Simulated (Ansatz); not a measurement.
Frontier orbitals of C3H10GeS (`C[S][GeH]([CH3])[CH3]`).

Z-matrix (Å, degrees):
```
C
S 1 1.813
H 1 1.091 2 111.2
H 1 1.090 2 111.6 3 123.0
H 1 1.090 2 106.9 3 -118.5
Ge 2 2.225 1 99.9 3 -57.9
C 6 1.953 2 110.4 1 -65.2
C 6 1.948 2 106.1 1 173.7
H 6 1.547 2 107.7 1 54.2
H 7 1.091 6 110.8 2 59.9
H 7 1.091 6 109.8 2 -60.2
H 7 1.092 6 110.1 2 179.8
H 8 1.091 6 110.1 2 -179.4
H 8 1.091 6 110.0 2 60.9
H 8 1.090 6 110.4 2 -59.2
```

The species carries charge 0 and has multiplicity 1. Correlated methods include outer-core shells of Ge, which these sets cover unevenly. Scalar relativity is left out up to krypton. All single points use the PBE0-D4/def2-TZVP geometry. It is one conformer, not always the lowest. Basis def2-TZVPP, Ansatz 0.2.0.

```csv
functional,HOMO (eV),LUMO (eV)
PBE0,-6.48,0.54
```

**Question.** Give HOMO and LUMO (eV) with LDA (SPW92), PBE, revPBE, BLYP, r2SCAN, B97M-V, B3LYP, r2SCANh. (Estimate.)

**Answer.** The calculation gave: 
| functional | HOMO | LUMO |
| --- | --- | --- |
| LDA (SPW92) | -5.36 | -0.56 |
| PBE | -5.27 | -0.35 |
| revPBE | -5.23 | -0.24 |
| BLYP | -5.12 | -0.26 |
| r2SCAN | -5.52 | -0.02 |
| B97M-V | -5.64 | -0.16 |
| B3LYP | -6.25 | 0.27 |
| r2SCANh | -5.97 | 0.30 |

B3LYP here is the variant with VWN-RPA as its local correlation; programs differ in this.
